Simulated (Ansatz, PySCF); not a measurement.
Spin states of H2IrO2 (SMILES [OH][Ir][OH]), each relaxed with B3LYP-D3(BJ)/def2-TZVP.
State 1 (charge 0, multiplicity 4):
```json
[
 {"atom": "Ir", "x (Å)": "0.0040", "y (Å)": "-0.3031", "z (Å)": "-0.0607"},
 {"atom": "O", "x (Å)": "1.5415", "y (Å)": "0.0003", "z (Å)": "-1.1165"},
 {"atom": "H", "x (Å)": "1.6317", "y (Å)": "0.7656", "z (Å)": "-1.6941"},
 {"atom": "O", "x (Å)": "-1.5396", "y (Å)": "-0.4839", "z (Å)": "1.0138"},
 {"atom": "H", "x (Å)": "-1.6913", "y (Å)": "0.0509", "z (Å)": "1.8003"}
]
```
State 2 (charge 0, multiplicity 2):
```json
[
 {"atom": "Ir", "x (Å)": "0.0460", "y (Å)": "-0.3501", "z (Å)": "-0.0281"},
 {"atom": "O", "x (Å)": "1.3852", "y (Å)": "-0.0555", "z (Å)": "-1.2466"},
 {"atom": "H", "x (Å)": "1.6272", "y (Å)": "0.8332", "z (Å)": "-1.5398"},
 {"atom": "O", "x (Å)": "-1.3044", "y (Å)": "-0.5642", "z (Å)": "1.1878"},
 {"atom": "H", "x (Å)": "-1.8079", "y (Å)": "0.1663", "z (Å)": "1.5694"}
]
```

Singlets are restricted, other states unrestricted; no spin–orbit coupling, no relativity up to Kr; see below for the cores. The largest T1 diagnostic is 0.032.

Correlated levels freeze the inner cores; with def2 sets outer-core shells near the valence are correlated too.

The values were computed with Ansatz (Gaussian orbitals); PySCF for the dispersion terms. Values without a source in brackets are computed. In def2 rows elements past Kr take small-core potentials, without spin–orbit coupling.

What energy of the multiplicity-2 state less that of the multiplicity-4 state does PBE-D4/def2-TZVPP give?

-0.21 eV

Doubts at one or more of the structures used: a spin-contaminated determinant (PBE-D4/def2-TZVPP).

Ansatz is a first-principles code.
